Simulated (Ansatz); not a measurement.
```yaml
atoms:
  - { symbol: H, position_ang: [1.8430, 0.0000, 0.3589] }
  - { symbol: H, position_ang: [0.9215, 1.5961, 0.3589] }
  - { symbol: H, position_ang: [-0.9215, 1.5961, 0.3589] }
  - { symbol: H, position_ang: [-1.8430, 0.0000, 0.3589] }
  - { symbol: H, position_ang: [-0.9215, -1.5961, 0.3589] }
  - { symbol: H, position_ang: [0.9215, -1.5961, 0.3589] }
  - { symbol: H, position_ang: [1.8430, 0.0000, -0.3589] }
  - { symbol: H, position_ang: [0.9215, 1.5961, -0.3589] }
  - { symbol: H, position_ang: [-0.9215, 1.5961, -0.3589] }
  - { symbol: H, position_ang: [-1.8430, 0.0000, -0.3589] }
  - { symbol: H, position_ang: [-0.9215, -1.5961, -0.3589] }
  - { symbol: H, position_ang: [0.9215, -1.5961, -0.3589] }
```

Basis set: 6-31G (spherical functions). All electrons are correlated. Charge 0, multiplicity 1.

Computed with Ansatz (development build ahead of 0.2.0); each method stands on the lowest determinant of its kind that the runs found. Restricted open shells among the atoms or ions are ROHF, correlated in semicanonical orbitals with singles.

**Question.** Give the atomization energy at this shape (free ground-state atoms in the same class of orbitals less the molecule, no zero-point energy) of singlet H12 by RHF-MP2, RHF.

**Answer.**

| method | atomization energy |
| --- | --- |
| RHF-MP2 | 20.77 eV |
| RHF | 17.76 eV |

Caution: no unrestricted run beside it, a lower state can exist; the shape is not the minimum.

This basis has no polarisation functions and is too small for such energies, which can lie far from measured ones in either direction.
